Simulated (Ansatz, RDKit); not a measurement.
Species: C₆H₈, charge 0, multiplicity 1. SMILES: C1CC2=C1CC2

Atoms: C1, C2, C3, C4, C5, C6, H7, H8, H9, H10, H11, H12, H13, H14. Bonds: C1-C2, C1-C4, C1-H7, C1-H8, C2-C3, C2-H9, C2-H10, C3-C4, C3-C6, C4-C5, C5-C6, C5-H11, C5-H12, C6-H13, C6-H14.

Bond lengths (Å) and angles (degrees) optimised at UFF with RDKit; B3LYP/6-31G* with Ansatz (a program for electronic structure); MP2/6-31G* with Ansatz, each started from the B3LYP-D3(BJ)/def2-TZVP structure (Ansatz) of the last column. A row stands for all coordinates that are equal there; 7 of 10 kinds are shown. 6-31G* holds six Cartesian d functions. No wavenumbers were computed at UFF, MP2/6-31G*, so these may be saddle points.

| coordinate | UFF | B3LYP/6-31G* | MP2/6-31G* | B3LYP-D3(BJ)/def2-TZVP |
|---|---|---|---|---|
| C1-C2 | 1.453 | 1.606 | 1.598 | 1.603 |
| C1-C4 | 1.535 | 1.531 | 1.528 | 1.529 |
| C1-H7 | 1.114 | 1.097 | 1.096 | 1.092 |
| C3-C4 | 1.447 | 1.319 | 1.327 | 1.315 |
| C2-C1-C4 | 89.9 | 84.6 | 84.9 | 84.6 |
| C1-C4-C3 | 90.1 | 95.4 | 95.1 | 95.4 |
| C1-C4-C5 | 99.9 | 169.3 | 169.8 | 169.2 |

Mean signed difference of all 15 bond lengths from B3LYP-D3(BJ)/def2-TZVP: UFF 0.002 Å, B3LYP/6-31G* 0.004 Å, MP2/6-31G* 0.002 Å.
